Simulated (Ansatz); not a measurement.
Reaction (ligand exchange at a B–F bond): `FB[Si](F)(F)F` + HCl → `F[Si](F)(F)BCl` + H–F

Isolated molecules relaxed with PBE0-D4/def2-TZVP in Ansatz; ΔE leaves out vibrations. CCSD(T)/CBS adds triple-zeta CCSD(T) − MP2 to the extrapolated MP2 energy (def2 sets, frozen cores). This one scheme is used for every species. Functionals use def2-TZVPP. One conformer a species, not always the lowest.

CCSD(T)/CBS gives +8.3 kcal/mol.

Question: Another level gave +8.2 kcal/mol. Which?
A. r2SCANh-D4/def2-TZVPP
B. PBE0-D4/def2-TZVPP
C. BHLYP/def2-TZVPP
D. BLYP-D4/def2-TZVPP

Answer: B. PBE0-D4 8.2, BHLYP 11.8, BLYP-D4 10.2, r2SCANh-D4 9.2 kcal/mol.

Question: What do rigid-rotor, harmonic-oscillator terms from PBE0-D4/def2-TZVP frequencies (298.15 K, 1 bar) make of the CCSD(T)/CBS value? (Estimate.)

Answer: The calculation gave: ΔZPE = +0.8 kcal/mol, ΔH = +9.2 kcal/mol, ΔS = -2 J/(mol·K), ΔG = +9.3 kcal/mol. Modes under 50 cm⁻¹ make the entropy rough.

Largest T1 diagnostic among the species: 0.013.

At CCSD(T), def2-SVP lies +3.2 kcal/mol from the extrapolated value and def2-TZVPP +1.0 kcal/mol. In def2-TZVPP, CCSD(T) changes the Hartree–Fock value by −4.0 kcal/mol (the triples alone add −0.7 kcal/mol) and MP2 by −5.2 kcal/mol.

CCSD(T)/CBS has its own doubt, a few kJ/mol and more with outer-core shells, so smaller differences from it don't rank the levels.
